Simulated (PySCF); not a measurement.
Computed shifts of a molecule C3H9BFN, PBE/pcSseg-1 in PySCF, GIAO, gas phase, equivalent atoms averaged, in ppm (number of nuclei): ¹³C: 44.3 (1), 24.4 (1), -3.3 (1). ¹⁵N: 123.1 (1). ¹⁹F: -125.1 (1). ¹H: 3.54 (1), 3.40 (1), 3.21 (1), 1.35 (3), 0.50 (3). References: ¹³C against TMS (σ = 182.0 ppm); ¹⁵N against NH3 (σ = 267.0 ppm); ¹¹B against BF3 (σ = 83.9 ppm); ¹⁹F against CFCl3 (σ = 133.6 ppm); ¹H against TMS (σ = 31.49 ppm), references at their B3LYP-D3(BJ)/def2-TZVP geometries, non-relativistic. Geometry optimised at ωB97X-D3(BJ)/def2-SVP. Other conformers were not sampled.

Question: Identify the compound among the candidates.
(A) CNB(C)CF
(B) CCB(F)NC
(C) CCNB(C)F
(D) CCN(C)BF

Answer: C, CCNB(C)F
